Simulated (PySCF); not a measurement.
**How methods differ on the excitation energy of Tl**

Tl [Xe] 4f14 5d10 6s2 6p1 (2P) → Tl [Xe] 4f14 5d10 6s1 6p1 7s1 (4P), as a difference of total energies. Computed with PySCF 2.14 in aug-cc-pVQZ-DK3, with scalar relativity by spin-free X2C-1e. The calculations carry no spin-orbit coupling.

```json
{"method": "UHF", "excitation energy (cm⁻¹)": "63208"}
{"method": "r2SCANh", "excitation energy (cm⁻¹)": "76641"}
```

The upper state lies above the first ionisation limit, but in LS coupling its spin forbids autoionisation to the ground ion; at this Z spin-orbit coupling breaks that rule. A Rydberg-like electron needs more diffuse functions than a valence basis has.

The promoted electron is Rydberg-like, and one or two diffuse shells describe it only roughly, which tends to raise the upper state.
